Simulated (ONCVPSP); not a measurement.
Before and after: ONCV potential for Sc

```json
{
  "Element": "scandium (Sc)",
  "Generator": "ONCVPSP 4.0.1",
  "Type": "optimised norm-conserving Vanderbilt (ONCV)",
  "Functional": "LDA (Perdew-Zunger)",
  "Relativity": "scalar-relativistic",
  "Frozen core": "[Ar]",
  "Valence charge": "3",
  "Reference configuration": "3d1 4s1 4p1",
  "Partial waves": "4s: rc 3.05 bohr, ncon 4, nbas 7, qcut 2.2 1/bohr, 2 projectors, debl 2.3 Ha; 4p: rc 4.00 bohr, ncon 5, nbas 9, qcut 1.7 1/bohr, 1 projector; 3d: rc 2.80 bohr, ncon 4, nbas 9, qcut 6.5 1/bohr, local",
  "Local potential": "the d channel",
  "Core correction": "Teter function, fcfact 5, rcfact 1.4"
}
```

All-electron outer shells of the reference configuration (LDA (Perdew-Zunger), scalar-relativistic, ld1.x):

```json
{"shell": "3s", "level (eV)": "-56.00", "outermost node (bohr)": "0.42", "outermost maximum (bohr)": "0.92"}
{"shell": "3p", "level (eV)": "-34.85", "outermost node (bohr)": "0.39", "outermost maximum (bohr)": "0.97"}
{"shell": "4s", "level (eV)": "-5.01", "outermost node (bohr)": "1.33", "outermost maximum (bohr)": "3.02"}
{"shell": "3d", "level (eV)": "-4.57", "outermost node (bohr)": "–", "outermost maximum (bohr)": "1.10"}
{"shell": "4p", "level (eV)": "-2.10", "outermost node (bohr)": "1.49", "outermost maximum (bohr)": "3.93"}
```

Change: core correction Teter function, fcfact 7.9, rcfact 1.4.

Cutoffs: the cutoffs (Ha) at which the residual kinetic energy of the hardest occupied pseudo-wave falls to 1 and 0.1 mHa per electron; they do not see the model core or the augmentation charge, which bear on the density cutoff. Errors are all-electron minus pseudo energies relative to the spin-unpolarised reference configuration.

Problem. How do hardness, ghosts and transferability respond?

Solution. The potential gets neither clearly harder nor softer (14 Ha and 16 Ha → 14 Ha and 16 Ha); of the 4 tests that both files solve, the error grows in 4 and shrinks in 0 by more than 15 % and 0.3 meV (median size 13.1 → 23.2 meV); neither file shows a bound ghost. A model core, the more so a compact one, raises the density cutoff, which this test does not measure.

```csv
quantity,base,changed
"cutoff, loose",14 Ha,14 Ha
"cutoff, tight",16 Ha,16 Ha
bound ghosts,none,none
GHOST(+) flags under 300 eV,"p at 2.6 eV, s at 29.3 eV","p at 2.6 eV, s at 29.3 eV"
"error for 3d1 4s2 4p0, meV [ΔE -2.84 eV]",-2.9,-6.0
"error for 3d1 4s1 4p0, meV [ΔE 4.23 eV]",-7.1,-11
"error for 3d1 4s0 4p0, meV [ΔE 17.19 eV]",-116,-186
"error for 3d2 4s0 4p0, meV [ΔE 4.88 eV]",+19,-35
s: phases at 3.09 bohr within 0.05 rad from the reference energy up to (Ha; the scan ends near 5),0.9,0.9
p: phases at 4.07 bohr within 0.05 rad from the reference energy up to (Ha; the scan ends near 5),0.0,0.0
d: phases at 2.84 bohr within 0.05 rad from the reference energy up to (Ha; the scan ends near 5),0.0,0.0
"rms error of d²Exc/dni dnj with the model core, mHa",12.63,9.64
```
